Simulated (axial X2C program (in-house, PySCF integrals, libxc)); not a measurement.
**Worked dissociation energy of GaC: HF, scalar-relativistic**

Calculated with an in-house relativistic program for diatomic molecules. Spin-free means the one-electron spin-free X2C Hamiltonian. Basis: Ga dyall-cv3z [9s9p7d4f1g], C dyall-v3z [7s6p2d1f] (cores contracted in-house); Gaussian nuclei, density fitting, unrestricted open shells. Masses: Ga 68.926 u, C 12.000 u.

Molecular state: M_S = 3/2, Λ = 0 (beyond evenly filled blocks: σα, π+α, π-α).

| Property | Result |
| --- | --- |
| E(Ga) (2M_S = 1, M_L = 0) | -1942.231739 hartree |
| E(C) (2M_S = 2, M_L = 0) | -37.708581 hartree |
| E(GaC) at Re | -1980.023321 hartree |
| ωe | 544.2 cm⁻¹ |
| ωexe | 3.27 cm⁻¹ |

Work out De and D0.

De = -1942.231739 + (-37.708581) − (-1980.023321) = 0.08300 hartree = 2.259 eV. The zero-point energy is ωe/2 − ωexe/4 = 271 cm⁻¹ = 0.034 eV, so D0 = 2.225 eV.

One determinant describes the state; a PBE0 search over occupations chose it and may have missed a lower one. Dissociation energies refer to the lowest single-determinant-based atoms at the same level and basis. Spin-free De lacks the spin–orbit lowering of the heavy p-block atom, a tenth of an eV or more for 4p and 5p, up to an eV for 6p and one to two eV for 7p atoms, less what an open-shell molecule gains itself.

Hartree–Fock lacks correlation and underbinds, often by eV.

Each atomic determinant is the lowest at this level and need not be a pure term. Totals compare only within one Hamiltonian and basis.
